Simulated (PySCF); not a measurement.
Computed IR spectrum (relative IR intensity) of a molecule C2H7InO2. Geometry: r2SCAN-D4/def2-SVP. The def2 effective core potentials stand for the cores of In; spin–orbit coupling is left out. Other conformers were not sampled. All values below come from r2SCAN-D4/def2-SVP in PySCF. Frequencies are harmonic and unscaled.

Lines under 2 % of the strongest are left out, and lines within 2 cm⁻¹ are merged.

| ν (cm⁻¹) | relative intensity |
|---|---|
| 117 | 4.9 |
| 251 | 7.1 |
| 376 | 12 |
| 399 | 56 |
| 525 | 8.7 |
| 546 | 20 |
| 1102 | 100 |
| 1123 | 72 |
| 1189 | 7.7 |
| 1466 | 15 |
| 1471 | 12 |
| 1474 | 5.3 |
| 1478 | 6.2 |
| 1852 | 41 |
| 2940 | 63 |
| 2968 | 50 |
| 3016 | 28 |
| 3037 | 21 |
| 3047 | 21 |
| 3064 | 11 |

**Question.** Which molecule gave these data?
(A) C[CH2][In]([OH])[OH]
(B) C[O][InH][O]C
(C) C[O][In]([CH3])[OH]
(D) CC[O][InH][OH]

**Answer.** B, C[O][InH][O]C
